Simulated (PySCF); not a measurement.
Mg(SMe)(SeH) (CH4MgSSe), SMILES C[S][Mg][SeH].

Geometry optimised at B3LYP-D3(BJ)/def2-SVP. The structure was generated by enumeration; whether it is a known compound was not checked. Other conformers were not sampled.

Level of theory: PBE/def2-TZVP run with PySCF.

Isolated molecule, no solvent.

Estimate the frontier levels, gap, dipole moment and polarisability. (Estimate from the structure and the level; the computed values follow.)


* **highest occupied level**: -5.49 eV
* **lowest empty level**: -2.12 eV
* **orbital gap**: 3.37 eV
* **dipole moment**: 0.291 e·Å
* **quadrupole, principal values (traceless, Buckingham form, about the centre of nuclear charge)**: -14.64, 6.61, 8.03 D·Å
* **mean static polarisability**: 94.7 bohr³ (14.04 Å³)
* **polarisability, principal values**: 73.3, 81.4, 129.5 bohr³
